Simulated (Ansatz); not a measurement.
The same molecule with X = O, S, Se. Ansatz, PBE0-D4/def2-TZVP geometries, multiplicity 2. Each molecule was computed in one conformer, which needn't be the lowest.

Scalar relativity is left out up to krypton.

```tsv
X	molecule	mean X–Ge bond length / Å	mean X–H bond length / Å	ideal-gas entropy at 298 K and 1 bar (rigid rotor, harmonic PBE0-D4/def2-TZVP) / J/(mol·K)	size of the dipole moment (B3LYP/def2-TZVPP) / D	zero-point energy (PBE0-D4/def2-TZVP) / kJ/mol
O	`[CH3][GeH][OH]`•	1.792	0.960	314	0.87	149.3
S	`[CH3][GeH][SH]`•	2.230	1.343	328	1.80	138.9
```

Task: Give the row for X = Se, `[CH3][GeH][SeH]`•. (An estimate is asked.)

Result: Computed: 
```
 X            molecule  mean X–Ge bond length / Å  mean X–H bond length / Å  ideal-gas entropy at 298 K and 1 bar (rigid rotor, harmonic PBE0-D4/def2-TZVP) / J/(mol·K)  size of the dipole moment (B3LYP/def2-TZVPP) / D  zero-point energy (PBE0-D4/def2-TZVP) / kJ/mol
Se  `[CH3][GeH][SeH]`•                      2.362                     1.469                                                                                         342                                              1.63                                           135.7
```

From O to Se the mean X–Ge bond length rises at each step, by 0.570 Å in all; the mean X–H bond length rises at each step, by 0.509 Å in all; the ideal-gas entropy at 298 K and 1 bar (rigid rotor, harmonic PBE0-D4/def2-TZVP) rises at each step, by 28 J/(mol·K) in all; the zero-point energy (PBE0-D4/def2-TZVP) falls at each step, by 13.6 kJ/mol in all. Bonds lengthen as the atom grows down the group. Dipoles are sizes alone, and their direction can turn along the series.

B3LYP here is the variant with VWN-RPA as its local correlation; programs differ in this.
